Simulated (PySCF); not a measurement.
# Structure from 2D NMR

Compound of formula C5H3NOS. Correlations simulated from computed shifts and the bond graph:

HSQC (one-bond C–H):
```
  δH     δC
7.83  155.7
7.11  130.6
6.73  119.0
```

COSY cross peaks (H two or three bonds apart, from the bond graph; peaks can be absent where the dihedral angle is near 90°):
```
  δH    δH
7.83  6.73
7.11  6.73
```

HMBC (two and three bonds, from the bond graph):
```
  δH                   δC
7.83  140.8, 130.6, 119.0
7.11  155.7, 140.8, 119.0
6.73  155.7, 140.8, 130.6
```

Carbons without hydrogens: δ 140.8, 114.6.

[PySCF 2.14.0 with density-fitted response routines: shieldings: GIAO B97-2/pcSseg-2; PBE0-D3(BJ)/def2-TZVP geometry; in vacuum; one conformer; non-relativistic]

Referencing at the same level of theory: 1H (σref 31.64), 13C (σref 185.38) vs TMS.

Exchangeable hydrogens are left out of these lists.

Question: Work out the connectivity.

Answer: `c1c(SC#N)occ1`.

Atoms are numbered as in `[N:1]#[C:2][S:3][c:4]1[cH:5][cH:6][cH:7][o:8]1`; H(Xn) means a hydrogen on atom n.

δC 155.7 is C7, an aromatic CH next to the ring oxygen (δH 7.83). δC 140.8 is C4, an aromatic carbon bearing sulfur. δC 130.6 is C5, an aromatic CH (δH 7.11). δC 119.0 is C6, an aromatic CH (δH 6.73). δC 114.6 is C2, a nitrile carbon. HMBC from δH 7.83 reaches the proton-free carbon C4. HMBC from δH 7.11 reaches the proton-free carbon C4. HMBC from δH 6.73 reaches the proton-free carbon C4. COSY links 7.83–6.73, 7.11–6.73.

The shifts were computed for this structure.

Shifts are as computed. Against solution values, carbons near 30 ppm lie about +3 ppm off and those near 130 ppm about +7 ppm; carbons on S a further +4 ppm. Of 1211 compounds with measured shifts, 218 miss one by over three times the rms of a fit or turn the order of signals round; such compounds aren't used in these exercises.
